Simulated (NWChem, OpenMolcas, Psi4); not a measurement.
## HBr (hydrogen bromide): the dipole moment, rung by rung

HBr: 2 atoms, total charge 0, spin state singlet. SMILES: `Br`. The shape is that of a PBE0-D4/def2-TZVP optimisation.

```xyz
2

Br   -0.6032    0.2180   -0.3050
H     0.6032   -0.2180    0.3050
```

Each level gives the dipole moment (D). The values are calculated.

**The experiment to reproduce.** NIST CCCBDB gives the dipole moment of the gas as 0.83 D.

```csv
level,kind,program,value (D),computed − measured,CPU time
HF/cc-pVTZ,Hartree–Fock,OpenMolcas,1.02,+0.19,3.5 s
SVWN5/cc-pVTZ,LDA,OpenMolcas,0.99,+0.16,5.7 s
BLYP/cc-pVTZ,GGA,Psi4,0.88,+0.05,47 s
PBE/cc-pVTZ,GGA,OpenMolcas,0.91,+0.08,7.5 s
M06-L/cc-pVTZ,meta-GGA,OpenMolcas,0.89,+0.06,9.1 s
r2SCAN/cc-pVTZ,meta-GGA,NWChem,0.97,+0.14,1.8 min
BHLYP/cc-pVTZ,global hybrid,OpenMolcas,0.97,+0.14,7.4 s
wB97X-V/cc-pVTZ,range-separated hybrid,Psi4,0.97,+0.14,41 s
```

Nearest: BLYP/cc-pVTZ (+0.05 D); farthest: HF/cc-pVTZ (+0.19 D). The measured dipole is a vibrational average, so differences of a few hundredths of a debye mean little. Computed less measured by kind, in D (of the ab initio rows, those in cc-pVTZ): Hartree–Fock +0.19; LDA +0.16; GGA +0.05 to +0.08; meta-GGA +0.06 to +0.14; global hybrid +0.14; range-separated hybrid +0.14. All-electron rows without a relativistic Hamiltonian named are non-relativistic. Magnitudes only. CPU times are rough (shared hosts, several kinds of processor and program).
